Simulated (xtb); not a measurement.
C₃H₆O₂Si, SMILES C=C=C[SiH](O)O. All values are semi-empirical tight-binding results from xtb (GFN2-xTB unless named), good for trends rather than for accurate numbers. Coordinates come from a GFN2-xTB optimisation. This is a generated structure with no PubChem entry under its InChIKey; it may be hypothetical. One conformer was computed; it need not be the lowest.

Optimised geometry:

Bond lengths (Å): C1–C2 1.296, C1–H7 1.078, C1–H8 1.078, C2–C3 1.295, C3–Si4 1.884, C3–H9 1.081, Si4–O5 1.621, Si4–O6 1.634, Si4–H10 1.464, O5–H11 0.953, O6–H12 0.951. Bond angles (°): C2–C1–H7 121.7, C2–C1–H8 121.8, H7–C1–H8 116.4, C1–C2–C3 176.6, C2–C3–Si4 123.7, C2–C3–H9 119.4, Si4–C3–H9 116.9, C3–Si4–O5 106.2, C3–Si4–O6 113.0, C3–Si4–H10 111.6, O5–Si4–O6 106.4, O5–Si4–H10 110.4, O6–Si4–H10 109.1, Si4–O5–H11 119.5, Si4–O6–H12 120.0.

Computed properties:
```yaml
orbital_gap: 4.54 eV
dipole_moment: 1.49 D
zero_point_energy: 50.6 kcal/mol
G − E(el) at 298.15 K (modified RRHO): 29.9 kcal/mol
static polarisability (D4 model): 74.2 bohr³
solvation energy, GFN2-xTB/ALPB(water): -7.2 kcal/mol
solvation energy, GFN2-xTB/ALPB(methanol): -8.3 kcal/mol
```

Question: Give the atomic charges and the Wiberg bond orders between heavy atoms. (The exact figures need the calculation; the answer reports its results.)

Answer: charges (e) C1 -0.12, C2 -0.01, C3 -0.15, Si4 0.57, O5 -0.47, O6 -0.48, H7 0.05, H8 0.05, H9 0.05, H10 -0.08, H11 0.31, H12 0.30. Bond orders C1–C2 1.94, C2–C3 1.97, C3–Si4 0.84, Si4–O5 1.17, Si4–O6 1.15.
